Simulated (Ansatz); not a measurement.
GeH8Si2 (`[SiH3][SiH2][GeH3]`), 11 atoms. The species carries charge 0 and has multiplicity 1. Correlated methods include outer-core shells of Ge, which these sets cover unevenly. Scalar relativity is left out up to krypton. All runs use 4 threads of an Arm Neoverse V2 on a shared host. Correlated methods freeze the cores.

Q: Give the basis size and wall time and peak host memory of each of these runs in Ansatz. RKS PBE0-D4/def2-TZVPP energy; RKS PBE0-D4/def2-TZVP frequencies; RHF-CCSD(T)/def2-SVP energy; RKS ωB97M-V/def2-SVP energy; RKS ωB97M-V/def2-QZVPP energy; RKS r2SCANh-D4/def2-TZVPP energy; RKS PBE0-D4/def2-TZVP relaxation (7 steps); RHF-CCSD(T)/def2-TZVPP energy; RHF-MP2/def2-QZVPP energy; RKS CAM-B3LYP-D4/def2-TZVPP energy; direct RPA on PBE orbitals/def2-TZVPP energy; RKS PBE0-D4/def2-SVP energy. (Estimate.)

A: Computed: Other jobs shared the machine, so times are rough.

```json
{"level": "RKS PBE0-D4/def2-SVP", "job": "energy", "functions": "108", "wall time": "1.1 s", "peak host memory (GiB)": "0.23"}
{"level": "RKS PBE0-D4/def2-TZVPP", "job": "energy", "functions": "244", "wall time": "2.8 s", "peak host memory (GiB)": "0.67"}
{"level": "RKS CAM-B3LYP-D4/def2-TZVPP", "job": "energy", "functions": "244", "wall time": "3.4 s", "peak host memory (GiB)": "0.76"}
{"level": "RHF-CCSD(T)/def2-SVP", "job": "energy", "functions": "108", "wall time": "3.6 s", "peak host memory (GiB)": "0.44"}
{"level": "direct RPA on PBE orbitals/def2-TZVPP", "job": "energy", "functions": "244", "wall time": "4 s", "peak host memory (GiB)": "0.52"}
{"level": "RKS ωB97M-V/def2-SVP", "job": "energy", "functions": "108", "wall time": "4.6 s", "peak host memory (GiB)": "0.36"}
{"level": "RKS r2SCANh-D4/def2-TZVPP", "job": "energy", "functions": "244", "wall time": "4.7 s", "peak host memory (GiB)": "0.69"}
{"level": "RHF-MP2/def2-QZVPP", "job": "energy", "functions": "469", "wall time": "19 s", "peak host memory (GiB)": "2.7"}
{"level": "RKS PBE0-D4/def2-TZVP", "job": "relaxation (7 steps)", "functions": "170", "wall time": "19 s", "peak host memory (GiB)": "0.46"}
{"level": "RKS ωB97M-V/def2-QZVPP", "job": "energy", "functions": "469", "wall time": "19 s", "peak host memory (GiB)": "2.3"}
{"level": "RHF-CCSD(T)/def2-TZVPP", "job": "energy", "functions": "244", "wall time": "99 s", "peak host memory (GiB)": "4.3"}
{"level": "RKS PBE0-D4/def2-TZVP", "job": "frequencies", "functions": "170", "wall time": "110 s", "peak host memory (GiB)": "0.46"}
```
